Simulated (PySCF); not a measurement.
## Computed properties of C3H2F3, SMILES F[C](C(=C)F)F

C3H2F3, SMILES C=C(F)[C](F)F (connectivity only; charge and spin as stated), charge +1, multiplicity 1. The structure is a stationary point at PBE0-D3(BJ)/def2-SVP. The spin state was assumed, not searched. The isomer is the one that the SMILES or the coordinates give; other isomers of the formula were not compared. One conformer was computed; it need not be the lowest. All values are computed for the isolated molecule unless a solvent is named; none is compared with measurement here.

**Structure.** The optimised structure has Cs symmetry. All 18 harmonic modes at PBE0-D3(BJ)/def2-SVP (PySCF) are real, so it is a minimum. With heavy atoms numbered as in [CH2:1]=[C:2]([F:3])[C:4]([F:5])[F:6], the shortest bond between them is C4–F6 at 1.248 Å and the longest C2–C4 at 1.425 Å.

**Vibrations.** The strongest infrared lines (harmonic, unscaled, degenerate partners summed) lie at 1620 cm⁻¹ (705 km/mol, C 79 %, F 21 %), 1597 cm⁻¹ (392 km/mol, C 83 %, F 16 %), 1304 cm⁻¹ (105 km/mol, C 54 %, F 25 %, H 21 %). The softest mode is at 120 cm⁻¹ and the zero-point energy is 29.6 kcal/mol.

**Electronic structure.** ωB97X/def2-TZVP (PySCF) places the frontier levels at -17.32 and -7.76 eV, a gap of 9.56 eV and a mean polarisability of 36.6 bohr³. PBE/def2-TZVP (PySCF) at the same geometry gives -13.84 and -10.89 eV, so its gap is 6.61 eV narrower. An orbital gap is neither the optical nor the fundamental gap.

**Excitations.** TDDFT-M06-2X/def2-SVPD (PySCF) has S1 at 4.98 eV (249 nm, f = 0.279, bright); the most intense of the 10 singlets computed lies at 4.98 eV (f = 0.28). T1 (TDA) is at 2.46 eV. TDDFT-PBE/def2-SVPD (PySCF) puts S1 at 4.42 eV. No vertical singlet excitation falls in the visible range (under 3.1 eV).

**NMR.** GIAO shifts at HF/pcSseg-1 (PySCF) (non-relativistic, atoms alike by connectivity averaged): ¹³C from 143.5 to 190.3 ppm against TMS; ¹H at 10.0 ppm against TMS; ¹⁹F from -136.2 to 55.8 ppm against CFCl3.

**Solvation.** SMD-PBE0/6-31G* (PySCF) gives -61.9 kcal/mol in water, -61.0 kcal/mol in cyclohexanone, -58.8 kcal/mol in dichloromethane (1 M in both phases, gas-phase geometry); of these solvents water holds the molecule best.
